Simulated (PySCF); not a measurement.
## Excitation energy of Rh(2+) by level of theory

Rh(2+) [Kr] 4d7 (4F) → Rh(2+) [Kr] 4d6 5s1 (6D), as a difference of total energies. Calculation: PySCF 2.14, in ANO-RCC-VTZP (7s6p4d2f1g, 68 functions); scalar relativity by spin-free X2C-1e. Correlated levels: valence and next inner shell: [Ar] 3d10 frozen. The calculations carry no spin-orbit coupling.

```tsv
method	excitation energy (eV)
UHF	5.049
MP2 (valence and next inner shell)	5.274
SCS-MP2 (valence and next inner shell)	5.595
CCSD (valence and next inner shell)	5.334
CCSD(T) (valence and next inner shell)	5.328
```

Task: How much does correlation contribute at CCSD(T) (valence and next inner shell)?

Result: 5.328 − (5.049) = 0.279 eV, measured against UHF.

A first-order spin-orbit estimate (lowest level to lowest level, LS coupling) adds 0.074 eV.

The basis was made for the ground configuration and has no added diffuse functions, so the excitation energy can come out too high.
